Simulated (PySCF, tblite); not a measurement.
Compound: C6H12O3Si.
Cartesian coordinates in Å at the GFN2-xTB level; atoms count from 1:
```
atom  x, y, z in Å
C1     3.2049    1.0067   -0.6806
O2     2.1182    0.4440    0.0068
C3     1.6509   -0.7481   -0.5794
C4     0.4925   -1.2917    0.2449
C5    -0.6109   -0.2548    0.4082
O6    -1.7261   -0.8988    1.0407
C7    -2.8464   -0.0613    1.0841
C8    -3.0496    0.6324   -0.2542
O9    -4.0655    1.1939   -0.5748
Si10  -1.3734    0.4693   -1.1930
H11    4.0583    0.3174   -0.7096
H12    2.9322    1.2689   -1.7109
H13    3.4853    1.9070   -0.1379
H14    1.3173   -0.5469   -1.6112
H15    2.4635   -1.4907   -0.6225
H16    0.8556   -1.5873    1.2302
H17    0.0823   -2.1737   -0.2471
H18   -0.2409    0.5443    1.0691
H19   -3.7077   -0.6730    1.3595
H20   -2.7221    0.7332    1.8408
H21   -0.8423    1.7571   -1.6214
H22   -1.4864   -0.5284   -2.2558
```

Method: PBE0/pcSseg-1 in PySCF (dipole) on a GFN2-xTB geometry, gas phase.

Take the most abundant isotopes and a rigid rotor. The values belong to one conformer with, in the numbering `[CH3:1][O:2][CH2:3][CH2:4][C@@H:5]1[O:6][CH2:7][C:8](=[O:9])[SiH2:10]1`, C1–O2–C3–C4 179°, O2–C3–C4–C5 55°, C3–C4–C5–O6 173°, C4–C5–O6–C7 -173°, C5–O6–C7–C8 45°, O6–C7–C8–O9 165°, C7–C8–Si10–C5 -8°.

Give the principal moments of inertia and the rotational constants in GHz.

Ia = 210.14, Ib = 865.56, Ic = 976.06 u·Å²; 505379 MHz·u·Å²/I gives 2405, 583.9 and 517.8 MHz, that is A = 2.4050, B = 0.5839, C = 0.5178 GHz.

Classify the top.

A near-prolate asymmetric top. Ray's parameter κ = (2B − A − C)/(A − C) = -0.930; −1 is the prolate and +1 the oblate limit.

What does the inertial defect say?

Not planar: Δ = Ic − Ia − Ib = -99.63 u·Å². For a rigid frame Δ = −2 Σ m c², so Σ m c² = 49.82 u·Å² lies off the ab plane: 16.88 from hydrogen and 32.94 from heavier atoms. The atom farthest from that plane is 1.99 Å away.

List the rotational levels J(Ka,Kc) to J = 3 (cm⁻¹).

Above 0(0,0):
J = 1: 1(0,1) 0.0367, 1(1,1) 0.0975, 1(1,0) 0.0997
J = 2: 2(0,2) 0.1102, 2(1,2) 0.1688, 2(1,1) 0.1754, 2(2,1) 0.3576, 2(2,0) 0.3577
J = 3: 3(0,3) 0.2202, 3(1,3) 0.2757, 3(1,2) 0.2889, 3(2,2) 0.4679, 3(2,1) 0.4682, 3(3,1) 0.7772, 3(3,0) 0.7772
Those of J = 1 are B + C, A + C and A + B.

Which types of transition are allowed, and where do some lines up to J = 4 fall?

The dipole components are |μa| = 3.43 D, |μb| = 0.09 D, |μc| = 0.55 D. Intensities carry the squares of the components, which stand as 1.00 : 0.00 : 0.03 (a : b : c). Some lines, for components of 0.1 D or more:

```tsv
type	branch	J(Ka,Kc)	MHz	lower level (cm⁻¹)
a	Q	3(1,2) ← 3(1,3)	397	0.276
a	Q	4(1,3) ← 4(1,4)	661	0.418
c	Q	4(1,4) ← 4(0,4)	1546	0.367
c	Q	1(1,1) ← 1(0,1)	1821	0.037
a	R	2(1,2) ← 1(1,1)	2137	0.097
a	R	2(0,2) ← 1(0,1)	2202	0.037
c	R	1(1,0) ← 0(0,0)	2989	0.000
a	R	3(0,3) ← 2(0,2)	3298	0.110
a	R	4(1,4) ← 3(1,3)	4271	0.276
a	R	4(3,2) ← 3(3,1)	4410	0.777
a	R	4(1,3) ← 3(1,2)	4535	0.289
c	R	3(1,2) ← 2(0,2)	5358	0.110
c	Q	3(2,2) ← 3(1,2)	5365	0.289
c	R	2(2,0) ← 1(1,0)	7735	0.100
c	R	4(2,2) ← 3(1,2)	9797	0.289
c	Q	4(4,1) ← 4(3,1)	12976	0.924
c	R	4(3,2) ← 3(2,2)	13682	0.468
c	R	4(4,1) ← 3(3,1)	17386	0.777
```

Its GFN2-xTB frequencies are all real (lowest 22 cm⁻¹). No vibrational averaging or centrifugal distortion is included, and the geometry carries the error of its method. A rigid rotor knows nothing of internal rotation, which can split or shift real lines.
